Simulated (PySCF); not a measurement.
Molecule: SMILES [Br][BiH2]. Atoms near the plane z = 0.0 Å, at the PBE0/def2-SVP optimised geometry (x, y, z in Å): Bi1 (-0.9, -0.9, 0.0), H2 (0.9, -0.9, 0.0), H3 (-0.9, 0.9, 0.0).

Level of theory: PBE0/def2-TZVP, def2 effective core potentials past Kr (PySCF). The core electrons that the potentials of Bi replace are not part of the density. Cells within 0.4 Å of a nucleus heavier than hydrogen are left out (blank, or x). The values are rescaled to run from 0 to 1.

```
|0000000000000000000000000000000|
|0000000000000000000000000000000|
|0000000011111110000000000000000|
|0000001112222111100000000000000|
|0000111222222222110000000000000|
|0001122233333332211000000000000|
|0001223344444433221100000000000|
|0011233444555443322110000000000|
|0112234455565544332110000000000|
|0112334556666554432211000000000|
|0122344566776654433221110000000|
|1123345566777655433322111000000|
|1223345566776655443332221100000|
|1223445566666655444333322110000|
|2233455666666665544444332211000|
|2234455667777665555544433221000|
|2334556678888766555555443321100|
|2344566789999876666665544321100|
|2344567899xx9987666766554322100|
|334556789xxxx987667776554322100|
|334556789xxxx987667776554322100|
|3345567899xx9987666766554322100|
|2344566789999876666665544321100|
|2344556678888766655555443321100|
|2334455667777665555544433211000|
|2234455566666655544443332210000|
|2233444555555554443333222110000|
|1223344445554444333322211100000|
|1122333444444433322221110000000|
|0112223333333332222111100000000|
|0011222223332222211100000000000|
```
Scale: ten equal steps from 0.000 (start of '0') to 1.00 (end of '9'), in the order '0123456789'; x runs from -3.00 to 3.00, y from -3.00 (bottom) to 3.00 (top).

**Question.** Which quantity is mapped?
A) Laplacian of the electron density
B) deformation density (molecule minus spherical neutral atoms)
C) log10 of the electron density
D) an orbital amplitude

**Answer.** C, log10 of the electron density. In full: log10 of the electron density (e/bohr³), floored at −4.
